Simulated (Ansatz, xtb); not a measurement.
C4H5BSSe: which of two isomers lies lower

We compare a, `Bc1c[se]c(S)c1`, a singlet, with b, `Bc1[se]ccc1S`, a singlet. Both are isolated molecules in the gas phase, relaxed with B3LYP-D3(BJ)/def2-SVP; the shapes shown needn't be the lowest conformers.

a (Å):

```xyz
12

C    -0.6294   -0.2265   -0.6881
C    -0.7112   -1.5482   -1.0909
C    -0.4395    0.1332   -3.0416
C    -0.4780    0.6937   -1.7953
B    -0.6980    0.1620    0.7924
S    -0.2693    0.8884   -4.6269
Se   -0.6024   -1.7548   -2.9361
H    -0.8261   -0.6951    1.6329
H    -0.6251    1.3194    1.1300
H    -0.8272   -2.4176   -0.4440
H    -0.1918    2.1558   -4.1604
H    -0.3997    1.7719   -1.6385
```

b (Å):

```csv
atom,x (Å),y (Å),z (Å)
C,-1.0279,0.2843,-0.9114
C,-1.4712,-0.9231,-3.1856
C,-0.1422,-0.7338,-2.8969
C,0.1071,-0.0738,-1.6542
B,-1.1725,0.9793,0.4186
S,1.7827,0.2158,-1.1927
Se,-2.5848,-0.2602,-1.8639
H,-2.2630,1.1945,0.8879
H,-0.1980,1.3348,1.0414
H,-1.8672,-1.4043,-4.0800
H,0.6607,-1.0601,-3.5610
H,1.5078,0.8246,-0.0175
```

Quicker runs give these differences E(b) − E(a): GFN2-xTB −6.1 kcal/mol; HF/STO-3G −2.7 kcal/mol (at GFN2-xTB geometries); r2SCAN-D4/def2-SVP −8.9 kcal/mol (at GFN2-xTB geometries).

Task: Estimate E(b) − E(a) at the level CCSD(T)/def2-SVP + ΔMP2/def2-TZVPP.

Result: Calculated at CCSD(T)/def2-SVP + ΔMP2/def2-TZVPP: E(b) − E(a) = −6.7 kcal/mol, so structure b lies lower.

How the difference moves with the method:

```csv
level,geometry,E(b) − E(a) (kcal/mol),departure from the last row (kcal/mol),"job, with rough time for the two"
GFN2-xTB,GFN2-xTB,−6.1,+0.5,"optimisation, 1.2 s"
HF/STO-3G,GFN2-xTB,−2.7,+3.9,"single point, 2.9 s"
r2SCAN-D4/def2-SVP,GFN2-xTB,−8.9,−2.2,"single point, 14 s"
B3LYP-D3(BJ)/def2-SVP,B3LYP-D3(BJ)/def2-SVP,−7.8,−1.1,"optimisation, 2.4 min"
HF/def2-SVP,B3LYP-D3(BJ)/def2-SVP,−4.7,+2.0,part of the CCSD(T) run
MP2/def2-SVP,B3LYP-D3(BJ)/def2-SVP,−7.2,−0.6,part of the CCSD(T) run
CCSD(T)/def2-SVP,B3LYP-D3(BJ)/def2-SVP,−6.7,0.0,single point
CCSD(T)/def2-SVP + ΔMP2/def2-TZVPP,B3LYP-D3(BJ)/def2-SVP,−6.7,,"single point, 4.7 min"
```

As drawn, both hold the same kinds of bond in the same numbers.

None of the levels shown reverses the order. The largest departure from CCSD(T)/def2-SVP + ΔMP2/def2-TZVPP is that of HF/STO-3G, 3.9 kcal/mol. The last row adds to CCSD(T) the change of the MP2 difference between the two basis sets, here 0.0 kcal/mol.

With thermal terms from frequencies at re-optimised GFN2-xTB minima (ideal gas, soft modes damped towards free rotors, one conformer each, 298.15 K, 1 atm): the zero-point term adds +0.3 kcal/mol; ΔH is −6.6 and ΔG −6.0 kcal/mol.

The correlated steps freeze 19 core orbitals; the filled d shell of Se is correlated, in a basis made for valence electrons. Run with Ansatz 0.2.0, xtb 6.7.1; the last row on 2 threads of Intel(R) Xeon(R) Processor @ 2.50GHz (Skylake/Cascade Lake) on a shared host.
